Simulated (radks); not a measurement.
Results of a calculation; reference values are marked as such.
Task: These are the eigenvalues of the occupied orbitals of an atom or ion with whole-number occupations (eV). Code: a radial shooting solver on a logarithmic mesh with Libxc functionals. Model: scalar-relativistic Kohn-Sham, r2SCAN, spin-polarised, spherical densities, finite nucleus; meta-GGA in the generalised Kohn-Sham scheme; Fermi nuclear charge, rms radius of each element as measured or else 0.836 A^(1/3) + 0.57 fm.

orbital  eigenvalue
1s down   -21990.27
1s up     -21990.25
2s up     -3180.918
2s down   -3180.331
2p up     -2846.866
2p down   -2846.440
3s up     -571.5364
3s down   -571.3844
3p up     -460.8086
3p down   -460.5962
3d up     -283.2050
3d down   -282.7587
4s up      -86.8159
4s down    -84.3899
4p up      -56.2401
4p down    -53.6037
4d up      -13.5882
4d down    -10.9679

Which element is it, and in what charge state? The configuration may be excited. Open shells, if any, are filled with parallel spins first.

Result: Z = 44, ruthenium, charge +1: Ru+ in [Kr] 4d7. The list shows which subshells hold electrons but not how many an open one holds; the 1s level, -808.13 hartree, gives Z - s = 40.2 by -(Z - s)^2/2, which with screening and relativity narrows Z to a few neighbours, and the depths of the outer levels then fix element, charge and occupations together.
